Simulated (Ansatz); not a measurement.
Pulling on the Pb1–Cl3 bond in ClHPb (SMILES [Cl][PbH]) (multiplicity 1 held, fragments rigid). Energies count from the point at 2.493 Å.
Geometry at that point (charge 0, multiplicity 1):
```xyz
3

Pb    -0.2182    -0.2125     0.2936
H     -1.3777    -0.8869    -0.9989
Cl     1.1333     1.0773    -1.3574
```

R- and RO- levels are restricted; in cc, def2 and unpolarised 6-31G sets they are followed outwards from rest. Unrestricted levels (U-) break spin symmetry where that is lower. Curves can end on different states.

Cores are frozen in the correlated methods. Filled d and f shells under p-block atoms count as core.

Programs: Ansatz (Gaussian basis) for Hartree–Fock, density functionals and correlated methods. Values without a source in brackets are computed. In def2 rows elements past Kr take small-core potentials, without spin–orbit coupling.

Energies in kcal/mol.

```
R (Å)  R-r2SCAN/def2-TZVPP  R-B3LYP/def2-TZVPP  U-B3LYP/def2-TZVPP  R-wB97X-V/def2-TZVPP  U-wB97X-V/def2-TZVPP  R-MP2/def2-TZVPP
-----  -------------------  ------------------  ------------------  --------------------  --------------------  ----------------
1.995                 56.7                60.3                60.3                  55.0                  55.0              60.8
2.244                  8.7                10.3                10.3                   7.9                   7.9               9.7
2.493                  0.0                 0.0                 0.0                   0.0                   0.0               0.0
2.743                  6.4                 5.2                 5.2                   7.2                   7.2               6.5
2.992                 17.8                15.7                15.7                  19.4                  19.4              18.4
3.366                 35.7                32.7                32.7                  38.6                  38.6              37.6
3.740                 50.7                47.3                47.3                  55.6                  55.6              54.6
4.363                 68.1                65.0                63.2                  77.2                  75.6              76.7
4.986                 78.1                75.8                70.5                  92.0                  85.3              92.1
5.734                 84.4                83.1                74.7                 103.8                  89.5             104.4
6.732                 88.3                88.2                77.2                 113.4                  90.4             113.5
7.978                 90.5                91.4                78.6                 120.3                  90.5             117.0
```

Doubts at one or more of the structures used: a restricted determinant that unrestricted orbitals would lower (R-r2SCAN/def2-TZVPP, R-B3LYP/def2-TZVPP, R-wB97X-V/def2-TZVPP, R-MP2/def2-TZVPP); a spin-contaminated determinant (U-B3LYP/def2-TZVPP, U-wB97X-V/def2-TZVPP).

Ansatz is a first-principles code.
